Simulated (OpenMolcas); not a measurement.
Re+.

- Program: OpenMolcas 26.06
- Basis: ANO-RCC-VTZP [8s7p5d3f2g1h]
- Scalar Hamiltonian: DKH2, point nucleus
- Active space: 6 electrons in 6 orbitals (5d 6s)
- State averaging: 2S+1 = 7 even, 1 root; 2S+1 = 5 even, 35 roots kept (CI in the orbitals of an earlier block); 2S+1 = 3 even, 55 roots kept (CI in the orbitals of an earlier block); 2S+1 = 1 even, 10 roots kept (CI in the orbitals of an earlier block)
- Spin-orbit coupling: RASSI with atomic mean-field integrals over the reference wave functions, term energies averaged over their components

Two sets of levels on these reference wave functions, in cm-1 above 5d5 6s 7S3: one from CASSCF and one from MS-CASPT2, IPEA 0.25 Eh, imaginary shift 0.1 Eh (closed shells correlated: 5s 5p).

```
            Level  Set 1  Set 2
       5d5 6s 7S3    0.0    0.0
5d5 6s 5D2 [61 %]  21890  16150
       5d5 6s 5D3  22380  16930
       5d5 6s 5D4  22740  16740
       5d5 6s 5D1  22980  16820
       5d5 6s 5D0  23150  16650
5d5 6s 5S2 [64 %]  25210  19140
5d5 6s 5G2 [74 %]  25380  21380
5d5 6s 5G3 [70 %]  25950  21830
       5d5 6s 5G4  26620  22790
       5d5 6s 5G5  27120  23510
       5d5 6s 5G6  27340  23750
5d5 6s 1S0 [65 %]  33990  26490
       5d5 6s 3G5  36390  30070
```

Task: Which set is which?

Result: Set 2 is MS-CASPT2. Its levels of the other terms of 5d5 6s lie at 0.72 to 0.87 of the other set's values, as expected, since terms of lower spin or lower L gain more correlation energy than the Hund ground term. Against 6 measured levels (NIST Handbook of Basic Atomic Spectroscopic Data) the mean absolute deviation is 2500 cm-1 with it and 6700 cm-1 without; single levels miss by up to 3000 cm-1 with it.

CASPT2 does not keep the components of a term degenerate, so their means are used; among the terms shown or strongly mixed into the levels shown the widest spread is 690 cm-1 (5d5 6s 5G, MS-CASPT2). Terms from blocks run as CI alone lack orbitals of their own. Without dynamic correlation excited terms often stand tens of per cent too high (terms of higher spin than the ground term too low), and those without a measured partner can miss by more than the paired ones (holds for CASSCF). Some levels mix across a computed gap that differs much from the measured one, so their mixing is not that of the real levels (holds for CASSCF). Measured partners are found by configuration, term and J. A level has none where our copy of the source lacks it or the pairing is in doubt (some pairs that miss far off the trend of their configuration count as doubtful), and it then counts in no deviation. Levels of configurations outside the active space are missing. The table leaves out levels that lie high or whose names do not pair safely across all columns.

A share in square brackets marks a mixed level and gives the weight of the term that names it, the lowest over the columns.
